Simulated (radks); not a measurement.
Valence configurations of the cobalt ion Co+ (all share [Ar]). Method: non-relativistic Kohn-Sham, SCAN, spin-polarised, spherical densities, point nucleus; open shells are filled with parallel spins first; meta-GGA in the generalised Kohn-Sham scheme; computed with a radial shooting solver on a logarithmic mesh with Libxc functionals. Energies are relative to 3d8; eigenvalues in eV for spin up.

| valence | E (eV) | moment (Bohr magnetons) | e(3d) | e(4p) | e(4s) |
|---|---|---|---|---|---|
| 3d8 | 0.000 | 2 | -13.323 | - | - |
| 3d7.5 4s0.5 | 0.160 | 3 | -16.001 | - | -12.275 |
| 3d7 4s0.5 4p0.5 | 3.352 | 4 | -19.609 | -8.390 | -14.041 |
| 3d7 4p1 | 6.120 | 4 | -20.319 | -8.701 | - |
| 3d6 4s1 4p1 | 8.968 | 6 | -26.828 | -10.216 | -16.660 |
| 3d6 4p2 | 15.335 | 6 | -28.158 | -10.776 | - |
| 3d5.5 4s0.5 4p2 | 18.003 | 7 | -31.715 | -11.547 | -18.317 |

NIST lists [Ar] 3d8 as the ground configuration; this level of theory agrees among the configurations tried. The energies are those of spherical high-spin densities, not of single terms. No valid solution was reached for [Ar] 3d7 4s1; [Ar] 3d6 4s2; [Ar] 3d5.5 4s1.5 4p1.
